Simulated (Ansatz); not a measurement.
Born–Oppenheimer molecular dynamics of H4O3Sn (8 atoms, charge 0, multiplicity 1). It starts at the highest image of a converged band. Of that band: Neighbouring images differ by up to 2.6 eV, so the band resolves the path poorly. A vibrational analysis at the climbing image gives one clearly imaginary mode, 1237i cm⁻¹: a first-order saddle point.

Computed with RKS PBE0-D4/def2-SVP in Ansatz.

* ensemble: NVE (velocity Verlet)
* time step: 0.5 fs
* steps asked: 200
* starting velocities drawn for: 300 K
* seed: 3256

First frame:

```xyz
8
Properties=species:S:1:pos:R:3
Sn -0.434 -0.080 0.405
H 0.722 0.030 1.741
O 1.677 0.116 0.480
H 2.262 -0.615 0.225
O -1.092 1.143 -0.998
H -0.853 2.058 -0.808
O -0.882 -1.786 -0.493
H -0.965 -2.515 0.132
```

(1) How far do the bonds stretch over the last three quarters of this one trajectory? (Pairs bonded in most of those frames.)

Answers

(1) 
```json
{"bond": "Sn1–O5", "mean (Å)": "2.027", "spread (Å)": "0.028", "shortest": "1.98", "longest": "2.06"}
{"bond": "Sn1–O7", "mean (Å)": "2.021", "spread (Å)": "0.039", "shortest": "1.95", "longest": "2.07"}
{"bond": "H2–O3", "mean (Å)": "1.038", "spread (Å)": "0.141", "shortest": "0.80", "longest": "1.22"}
{"bond": "O3–H4", "mean (Å)": "0.973", "spread (Å)": "0.031", "shortest": "0.92", "longest": "1.03"}
{"bond": "O5–H6", "mean (Å)": "0.965", "spread (Å)": "0.003", "shortest": "0.96", "longest": "0.97"}
{"bond": "O7–H8", "mean (Å)": "0.971", "spread (Å)": "0.016", "shortest": "0.94", "longest": "1.01"}
```

Mean temperature of the second half: 2132 K. The conserved energy stayed within 3.6 meV per atom of its start (net change -0.5 meV per atom), so there is no drift, though single steps change it by up to 32 meV in the whole system, a sign of fast motions only just resolved. The kinetic energy rose, since the run started high on the potential surface and went downhill. It ends in pieces (H2O + H2O2Sn), so much of that is their flight and rotation, not heat. A run of 0.1 ps of so small a system gives no equilibrium averages. The orbitals stay closed-shell, which can raise the energy where a bond breaks towards radicals; this wasn't checked here.

The run took 12 min on 2 threads of Arm Neoverse N1, with other jobs on the host, peak memory 0.18 GiB.
